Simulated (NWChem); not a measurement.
System: I, doublet

Computed with NWChem. Pople sets run with spherical d functions. Spin-unrestricted. The open p shell is one determinant without spherical averaging. No stability test was run on the SCF state. Total energies compare along this basis series because the functional is fixed.

```csv
level,basis functions,energy (Ha),highest occupied level (eV),"lowest empty minus highest occupied level, either spin (eV)",<S²>
"UHF/STO-3G, non-relativistic",27,-6850.6762,-7.40,9.33,0.750
"UHF/3-21G, non-relativistic",31,-6887.3055,[?],[?],0.750
"UHF/6-311G**, non-relativistic",62,-6916.8124,-10.38,8.77,0.757
```

Some entries are withheld; supply them.


- UHF/3-21G, non-relativistic, highest occupied level (eV): -10.00
- UHF/3-21G, non-relativistic, lowest empty minus highest occupied level, either spin (eV): 8.58
